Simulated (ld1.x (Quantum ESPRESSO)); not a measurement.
beryllium (Be) TM: all-electron and pseudo phase curves

```
Element                 : beryllium
Generator               : ld1.x (Quantum ESPRESSO) 7.5
Type                    : norm-conserving Troullier–Martins (Kleinman–Bylander form)
Functional              : Wu–Cohen
Relativity              : scalar-relativistic
Frozen core             : none
Valence charge          : 4
Reference configuration : 1s2 2s1.5 2p0.5
Partial waves           : 1s (bound): rc 0.35 bohr; 2p (bound): rc 4.20 bohr
Local potential         : all-electron potential smoothed inside 0.70 bohr (lloc = -1)
Core correction         : none
```

Occupied shells without a wave of their own: 2s. They enter only through the test configuration that unscreens the potential.

The phase is arctan(r·u′/u) with u = r·R(r), unwrapped; energies in Ry, scanned from -10 to 5 Ry. A pole is an energy at which the radial function vanishes at the test radius. The pseudo phase is shifted by a multiple of π to meet the all-electron one at the reference energy, and phase errors are pseudo minus all-electron; the curves can meet again beyond the range given. Levels narrower than the energy grid can be missing from the lists of poles.

For each channel, where are the poles, and over which energies does the pseudopotential scatter like the atom?

| channel | radius (bohr) | reference energy (Ry) | poles, all-electron | poles, pseudo | unbroken range about the reference energy with phases within 0.05 rad | phase error 1 Ry above the reference energy (rad) |
| --- | --- | --- | --- | --- | --- | --- |
| s | 4.57 | -7.84 | -0.34, 1.44, 4.30 | -0.33, 1.44, 4.31 | below 2.7 | +0.000 |
| p | 4.57 | -0.16 | -0.02, 1.49, 4.01 | -0.02, 0.60, 2.00 | below 0.5 | -2.498 |

A Bessel basis up to 400 Ry misses an occupied level by 0.03 Ry, so cutoffs and ghosts were not judged.

Phases in the s channel:

```tsv
E (Ry)	all-electron	pseudo
-10.00	1.501	1.501
-9.76	1.500	1.500
-9.52	1.499	1.499
-9.28	1.498	1.498
-9.04	1.497	1.497
-8.80	1.496	1.496
-8.56	1.495	1.495
-8.32	1.494	1.494
-8.08	1.493	1.493
-7.84	1.492	1.492
-7.60	1.490	1.490
-7.36	1.489	1.489
-7.12	1.488	1.488
-6.88	1.486	1.486
-6.64	1.485	1.485
-6.40	1.483	1.483
-6.16	1.481	1.481
-5.92	1.479	1.479
-5.68	1.477	1.477
-5.44	1.475	1.475
-5.20	1.473	1.473
-4.96	1.470	1.470
-4.72	1.468	1.468
-4.48	1.465	1.465
-4.24	1.462	1.462
-4.00	1.458	1.458
-3.76	1.455	1.455
-3.52	1.451	1.451
-3.28	1.446	1.446
-3.04	1.441	1.441
-2.80	1.435	1.435
-2.56	1.428	1.428
-2.32	1.420	1.420
-2.08	1.410	1.410
-1.84	1.398	1.398
-1.60	1.383	1.383
-1.36	1.362	1.362
-1.12	1.331	1.331
-0.88	1.275	1.275
-0.64	1.101	1.102
-0.40	-1.380	-1.372
-0.16	-1.764	-1.762
0.08	-1.940	-1.937
0.32	-2.341	-2.333
0.56	-3.745	-3.730
0.80	-4.405	-4.401
1.04	-4.585	-4.584
1.28	-4.673	-4.672
1.52	-4.732	-4.731
1.76	-4.784	-4.782
2.00	-4.842	-4.840
2.24	-4.931	-4.928
2.48	-5.138	-5.128
2.72	-6.128	-6.067
2.96	-7.387	-7.372
3.20	-7.636	-7.631
3.44	-7.728	-7.726
3.68	-7.779	-7.778
3.92	-7.813	-7.812
4.16	-7.840	-7.839
4.40	-7.863	-7.862
4.64	-7.885	-7.884
4.88	-7.909	-7.908
```
